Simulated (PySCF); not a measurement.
C4HClN2O.
Geometry (GFN2-xTB, Å), atoms numbered from 1 in this order:
```xyz
9
C4HClN2O angstrom
N      3.2200    0.2134   -0.0263
C      2.1015   -0.0257   -0.0089
C      0.7098   -0.2615    0.0088
C     -0.3140    0.7235   -0.0382
C     -1.4545   -0.0299    0.0037
Cl    -3.0875    0.4006   -0.0137
O     -1.1420   -1.3325    0.0696
N      0.1924   -1.4673    0.0722
H     -0.2121    1.7854   -0.0924
```

The calculation used TDDFT wB97X-D/def2-SVPD, vertical, gas phase, core orbitals frozen in the response in PySCF.

Kohn–Sham orbitals with the atoms that hold most of them (Löwdin shares over 4%, at most four atoms; ? is withheld):

```json
{"orbital": "LUMO+2", "ε (eV)": "1.34", "atoms": "Cl6 41%, N1 15%, C5 14%, C2 13%"}
{"orbital": "LUMO+1", "ε (eV)": "1.06", "atoms": "C4 27%, C5 25%, Cl6 10%, N1 9%"}
{"orbital": "LUMO", "ε (eV)": "-0.38", "atoms": "?"}
{"orbital": "HOMO", "ε (eV)": "-10.30", "atoms": "N8 24%, Cl6 24%, C5 20%, C4 18%"}
{"orbital": "HOMO-1", "ε (eV)": "-11.31", "atoms": "?"}
{"orbital": "HOMO-2", "ε (eV)": "-11.69", "atoms": "N8 45%, Cl6 16%, O7 10%, C3 10%"}
{"orbital": "HOMO-3", "ε (eV)": "-12.65", "atoms": "N1 43%, C2 36%, Cl6 9%"}
```

Q: Which atoms hold the HOMO-1, and with what shares?

A: N1 (bonded to C) 24%; O7 (bonded to C and N) 18%; C3 (bonded to 2 C and N) 16%; C2 (bonded to C and N) 16%. By element: carbon 32% or more, nitrogen 24% or more, oxygen 18%.

Q: Give the leading atoms of the LUMO.

A: N8 (bonded to C and O) 28%; C3 (bonded to 2 C and N) 18%; O7 (bonded to C and N) 14%; N1 (bonded to C) 12%. By element: nitrogen 40%, carbon 18% or more, oxygen 14%.

Q: How does S1 compare with the orbital gap of 9.92 eV?

A: S1 is at 5.88 eV (f = 0.132), 4.04 eV below the gap, made of HOMO→LUMO (91%). 

Q: Give energy, strength and leading configuration of S1, S2 and S3, and follow the Löwdin shares of the leading atoms from the occupied to the empty orbital.

A: 
- S1 (5.88 eV, f 0.132), HOMO→LUMO (91%): N8 24% → 28%, Cl6 24% → at most 13%, C3 at most 15% → 18%
- S2 (5.98 eV, f 0.0045), HOMO-2→LUMO (92%): N8 45% → 28%, Cl6 16% → at most 13%, C3 10% → 18%
- S3 (6.61 eV, f 0.061), HOMO-1→LUMO (72%): N1 24% → 12%, O7 18% → 14%, N8 at most 16% → 28%, C3 16% → 18%

Time: 52 s of wall time. Hardware: one thread of an Arm Neoverse N1, no GPU, on a shared host.
